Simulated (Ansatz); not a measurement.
`CC([SiH3])=[Se]` + `O=CO` → `O=CO[SiH3]` + `CC=[Se]` at 298.15 K and 1 bar (ligand exchange at the Si–C bond).

Calculated with Ansatz (gas phase, PBE0-D4/def2-TZVP geometries, no zero-point term in ΔE). CBS: MP2 limit from def2 TZ/QZ plus the TZ coupled-cluster correction, frozen cores. This one scheme is used for every species. For Se outer-core shells are correlated without core-valence functions, which leaves a few kJ/mol of doubt a bond. Scalar relativity is left out up to krypton. One conformer a species, not always the lowest.

| species | CCSD(T)/CBS energy (Eh) | H − E (kJ/mol) | S (J/(mol·K)) |
| --- | --- | --- | --- |
| `CC([SiH3])=[Se]` | -2769.46533 | 198.4 | 348.8 |
| `O=CO` | -189.60296 | 100.2 | 248.1 |
| `O=CO[SiH3]` | -479.91321 | 145.8 | 301.3 |
| `CC=[Se]` | -2479.18597 | 152.3 | 284.3 |

H − E and S are ideal-gas, rigid-rotor, harmonic terms from PBE0-D4/def2-TZVP, for one conformer and one mirror image of each species. 1 Eh = 2625.50 kJ/mol, R = 8.31446 J/(mol·K).

Question: By hand: ΔE, ΔH, ΔS and ΔG.

Answer: ΔE = (-479.91321) + (-2479.18597) − (-2769.46533) − (-189.60296) = -0.03089 Eh = -81.1 kJ/mol. Δ(H − E) = 145.8 + 152.3 − 198.4 − 100.2 = -0.5, so ΔH = -81.6 kJ/mol. ΔS = 301.3 + 284.3 − 348.8 − 248.1 = -11.3 J/(mol·K). ΔG = -81.6 − 298.15 × (-11.3)/1000 = -78.2 kJ/mol.

Question: By hand: the equilibrium constant, and the temperature at which ΔG would vanish if ΔH and ΔS stayed fixed.

Answer: log₁₀ K = −ΔG/(RT ln 10) = 13.7. ΔG = 0 at ΔH/ΔS = 7221 K, far beyond where these terms or the molecules hold.

The number of gas molecules stays the same, so ΔS is small and ΔH decides. A doubt of 5 kJ/mol in ΔE shifts log₁₀ K by 0.9 here. Other conformers and mirror images would add mixing entropy, several J/(mol·K) or more a flexible species. Modes under 60 cm⁻¹, often nearly free rotors, make the harmonic entropy too high. These are equilibria of isolated gas molecules and say nothing of rates. Largest T1 diagnostic: 0.016 (customary marks: 0.02 for closed shells, 0.045 for open ones).
